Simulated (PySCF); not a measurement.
## Electron correlation in I (iodine, neutral)

[Kr] 4d10 5s1 5p6, 2S determinant (an excited configuration). Calculation: PySCF 2.14, in aug-cc-pVTZ-DK3; the spin-free X2C one-electron Hamiltonian (Gaussian nucleus). Frozen: [Kr] 4d10; 7 electrons correlated.

```csv
level,correlation energy (mhartree)
CCSD,-252.40
(T),-47.96
CCSD(T),-300.36
```

Diagnostics: T1 = 0.028, D1 = 0.0480, largest double amplitude 0.304.

A double-excitation amplitude exceeds 0.15, a sign of near-degeneracy.

Cost of the coupled-cluster step: of the order of 1.5 core-seconds, for 7 correlated electrons.

Iterations:

```
CC2 = 0
CCSD nocc = (np.int64(4), np.int64(3)), nmo = (45, 45)
frozen orbitals [[0, 1, 2, 3, 4, 5, 6, 7, 8, 9, 10, 11, 12, 13, 14, 15, 16, 17, 18, 19, 20, 21, 22], [0, 1, 2, 3, 4, 5, 6, 7, 8, 9, 10, 11, 12, 13, 14, 15, 16, 17, 18, 19, 20, 21, 22]]
max_cycle = 100
direct = 0
conv_tol = 1e-08
conv_tol_normt = 1e-06
diis_space = 8
diis_start_cycle = 0
Init t2, MP2 energy = -0.180343947433186
Init E_corr(UCCSD) = -0.180343947434769
cycle = 1  E_corr(UCCSD) = -0.207018634077858  dE = -0.0266746866  norm(t1,t2) = 0.173477
cycle = 2  E_corr(UCCSD) = -0.222657331283232  dE = -0.0156386972  norm(t1,t2) = 0.131296
cycle = 3  E_corr(UCCSD) = -0.25452727871565  dE = -0.0318699474  norm(t1,t2) = 0.0989277
cycle = 4  E_corr(UCCSD) = -0.243100106072227  dE = 0.0114271726  norm(t1,t2) = 0.0274842
cycle = 5  E_corr(UCCSD) = -0.24444911619662  dE = -0.00134901012  norm(t1,t2) = 0.0363944
cycle = 6  E_corr(UCCSD) = -0.253101937269902  dE = -0.00865282107  norm(t1,t2) = 0.0319032
cycle = 7  E_corr(UCCSD) = -0.253648142097361  dE = -0.000546204827  norm(t1,t2) = 0.00904692
cycle = 8  E_corr(UCCSD) = -0.251852473135016  dE = 0.00179566896  norm(t1,t2) = 0.00593282
cycle = 9  E_corr(UCCSD) = -0.252564116002206  dE = -0.000711642867  norm(t1,t2) = 0.00224955
cycle = 10  E_corr(UCCSD) = -0.252399323088295  dE = 0.000164792914  norm(t1,t2) = 0.000838099
cycle = 11  E_corr(UCCSD) = -0.252394647508139  dE = 4.67558016e-06  norm(t1,t2) = 3.82749e-05
cycle = 12  E_corr(UCCSD) = -0.252397507230462  dE = -2.85972232e-06  norm(t1,t2) = 1.29644e-05
cycle = 13  E_corr(UCCSD) = -0.252396592513888  dE = 9.14716574e-07  norm(t1,t2) = 4.85659e-06
cycle = 14  E_corr(UCCSD) = -0.252396745466386  dE = -1.52952499e-07  norm(t1,t2) = 8.50758e-07
cycle = 15  E_corr(UCCSD) = -0.252396740452557  dE = 5.0138293e-09  norm(t1,t2) = 1.04773e-07
UCCSD converged
E(UCCSD) = -7112.165877240283  E_corr = -0.2523967404525571
UCCSD(T) correction = -0.0479598015413556
```
